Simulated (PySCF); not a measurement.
Working out the ionisation energy of Br⁺

Br⁺ [Ar] 3d10 4s2 4p4 (3P) → Br²⁺ [Ar] 3d10 4s2 4p3 (4S). All numbers are calculated (PySCF 2.14, scalar relativity by spin-free X2C-1e, in aug-cc-pVQZ-DK). Frozen: [Ar] 3d10. Energies in hartree (1 hartree = 27.21139 eV):

| part | Br⁺ (lower) | Br²⁺ (upper) |
| --- | --- | --- |
| UHF | -2604.025335 | -2603.281549 |
| CCSD correlation | -0.132731 | -0.098140 |
| (T) | -0.003969 | -0.002773 |

**Question.** What does Hartree-Fock give?

**Answer.** (-2603.281549) − (-2604.025335) = 0.743786 hartree = 20.239 eV.

**Question.** What do CCSD and CCSD(T) give?

**Answer.** The CCSD correlation energies differ by 0.034591 hartree = 0.941 eV and the triples by 0.001196 hartree = 0.033 eV, so CCSD gives 21.180 eV and CCSD(T) 21.213 eV.

Measured between the centres of the two terms (NIST): 21.409 eV, so CCSD(T) (valence) is off by -0.196 eV.

What remains against the reference includes basis incompleteness, the frozen core and higher excitations.
